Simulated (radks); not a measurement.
Isoelectronic series with 12 electrons, all held in the configuration [Ne] 3s2, which need not be the ground one along the series. All-electron calculation, non-relativistic Kohn-Sham, r2SCAN, spin-unpolarised, spherical densities, point nucleus; meta-GGA in the generalised Kohn-Sham scheme. Program: a radial shooting solver on a logarithmic mesh with Libxc functionals. Total energies (hartree) and mean radii <r> (bohr):

ion    E (hartree)      3s      2p      2s
Mg      -200.04431   3.182  0.6875  0.6958
Si2+    -288.43877   1.968  0.5356  0.5666
S4+     -393.81865   1.478  0.4395  0.4772
Ar6+    -516.13306   1.196  0.3730  0.4120
Ca8+    -655.36267   1.008  0.3241  0.3623
Ti10+   -811.49798  0.8725  0.2866  0.3233
Cr12+   -984.53364  0.7701  0.2570  0.2919
Fe14+  -1174.46639  0.6897  0.2329  0.2660
